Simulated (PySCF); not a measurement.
1-fluoro-1-methoxycyclopropane (C₄H₇FO), SMILES COC1(F)CC1. Coordinates come from a B3LYP-D3(BJ)/def2-SVP optimisation. One conformer was computed; it need not be the lowest.

Computed equilibrium geometry at B3LYP-D3(BJ)/def2-SVP (PySCF confirms it by a frequency run) as a Z-matrix (one conformer of several):
```
C
O 1 1.3612
F 1 1.3740 2 112.37
C 2 1.4191 1 114.41 3 68.15
H 4 1.0980 2 107.05 1 179.12
H 4 1.1024 5 109.28 2 -120.54
H 4 1.1053 5 109.22 6 -118.87
C 1 1.4794 2 118.74 4 -149.75
H 8 1.0926 1 117.28 2 4.99
H 8 1.0926 9 115.97 1 145.11
C 1 1.4937 2 121.74 4 -76.34
H 11 1.0929 1 117.76 2 144.96
H 11 1.0933 12 115.66 1 147.02
```
Charge 0, spin multiplicity 1.
